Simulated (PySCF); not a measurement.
diantimony (Sb₂), SMILES [Sb]#[Sb].

Geometry: B3LYP-D3(BJ)/def2-TZVP. The def2 effective core potentials stand for the cores of Sb; spin–orbit coupling is left out.

Calculation: PBE/def2-TZVPD (PySCF).

```json
{
  "total_energy": "-480.53357 hartree",
  "point_group": "D∞h",
  "highest_occupied_level": "-5.79 eV",
  "lowest_empty_level": "-3.47 eV",
  "orbital_gap": "2.31 eV",
  "dipole_moment": "0.00 D",
  "quadrupole, principal values (traceless, Buckingham form, about the centre of nuclear charge)": "-1.10, -1.10, 2.20 D·Å",
  "mean_static_polarisability": "96.4 bohr³ (14.28 Å³)",
  "polarisability_principal_values": "74.1, 74.1, 140.9 bohr³"
}
```
